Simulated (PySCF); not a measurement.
Species: C5H10OSi.
Geometry (PBE0-D3(BJ)/def2-SVP, Å), atoms numbered from 1 in this order:
```
atom  x, y, z in Å
C1     2.878    0.970   -0.468
C2     1.820    0.240   -0.812
O3     0.724    0.144   -0.017
C4    -0.044   -0.983   -0.056
C5     0.383   -2.168   -0.511
C6    -1.412   -0.696    0.465
Si7   -2.425    0.438   -0.674
H8     2.925    1.475    0.499
H9     3.707    1.083   -1.167
H10    1.739   -0.288   -1.769
H11   -0.300   -3.017   -0.521
H12    1.406   -2.327   -0.854
H13   -1.966   -1.633    0.616
H14   -1.331   -0.195    1.445
H15   -2.532   -0.182   -2.030
H16   -1.792    1.783   -0.800
H17   -3.798    0.600   -0.103
```

Computed with PySCF at CAM-B3LYP/def2-SVPD, non-relativistic, on one gas-phase PBE0-D3(BJ)/def2-SVP geometry that isn't relaxed in the solvent. The solvent is an IEF-PCM continuum (Bondi radii, 1.10 Å for H, scaled by 1.2), and excitations are vertical TDDFT with non-equilibrium linear response and a frozen core. The model holds no explicit solvent molecules, cavitation or dispersion.

| run | E − E(gas) (kcal/mol) | HOMO (eV) | HOMO–LUMO gap (eV) | dipole (D) | lowest singlet (eV) | static polarisability (au) |
| --- | --- | --- | --- | --- | --- | --- |
| gas | 0.00 | -7.91 | 8.92 | 0.63 | 6.10 | 96.5 |
| P | -2.60 | -7.89 | 8.95 | 0.89 | 5.99 | 123.4 |
| Q | -3.22 | -7.90 | 8.96 | 0.98 | 5.98 | 130.8 |

The runs were made in dimethylsulfoxide and tetrahydrofuran. Which run belongs to which solvent?

P = tetrahydrofuran, Q = dimethylsulfoxide. The dielectric constants are 7.426 (tetrahydrofuran), 46.83 (dimethylsulfoxide), and the energy falls further as ε rises. The optical constants n² used for the excitations are 1.97, 2.19 in the same order. In this model the ground state sees the solvent through ε alone.

How constant is the ratio of the lowering to (ε − 1)/(2ε + 1)?

| solvent | (ε − 1)/(2ε + 1) | E − E(gas) (kcal/mol) | ratio (kcal/mol) | polarisation term (kcal/mol) |
| --- | --- | --- | --- | --- |
| tetrahydrofuran | 0.405 | -2.60 | -6.4 | -2.86 |
| dimethylsulfoxide | 0.484 | -3.22 | -6.7 | -3.64 |

The ratio changes by +3.9 % in size from tetrahydrofuran to dimethylsulfoxide. The polarisation term is half the interaction of the solute with the induced surface charges.

On an Arm Neoverse V1 with one thread, no GPU, shared host with 32 logical CPUs at a one-minute load of 11, this took 44 s wall and 1.1 GiB of memory at its peak. This is the whole response run at CAM-B3LYP/def2-SVPD in dimethylsulfoxide, SCF included.
